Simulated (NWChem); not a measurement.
# ZnSiH3OI; SMILES [O]([SiH3])[Zn][I]

```xyz
7

Zn     0.1833     0.5304     0.0001
I     -0.0612    -1.8683     0.0000
O      0.4540     2.2748    -0.0002
Si    -0.3033     3.7334     0.0000
H     -1.1640     3.9123    -1.2155
H      0.7120     4.8295     0.0158
H     -1.1879     3.8998     1.2001
```
Atoms are numbered in this order, from 1.

Computed with NWChem. Medium grid unless said otherwise, to which SCAN and Minnesota functionals are sensitive. Geometry: optimised at PBE0/def2-SVP. Not confirmed as a minimum by frequencies. def2 effective core potentials on I; no spin-orbit coupling. Hybrids' shares of exact exchange are those that their runs print; pure functionals count as 0. The functionals differ in more than this share.

```
row                    share of exact exchange  orbital gap (eV)
---------------------  -----------------------  ----------------
PBE/def2-SVP                              0.00              4.15
HCTH/407/def2-SVP                         0.00              4.20
B3LYP/def2-SVP                            0.20              5.69
M06/def2-SVP                              0.27              6.01
PW6B95/def2-SVP                           0.28              6.29
BHandHLYP/def2-SVP                        0.50              8.00
Hartree-Fock/def2-SVP                     1.00          withheld
```

### Question
Fit a straight line of the last column on the one before it, predict the withheld value, and compare with the run.

### Answer

1. Means of the 6 shown rows: x = 0.208, y = 5.723. Slope Σ(x − x̄)(y − ȳ)/Σ(x − x̄)² = 1.368/0.1809 = 7.561; intercept 4.148.
2. The shown rows scatter about the line by 0.083 (root mean square); the largest residual is -0.18, at M06/def2-SVP.
3. At x = 1.00 (Hartree-Fock/def2-SVP; beyond the shown range) the line gives 11.71.
4. The run gives 11.56, -0.15 from the line, 1.8 times the scatter.
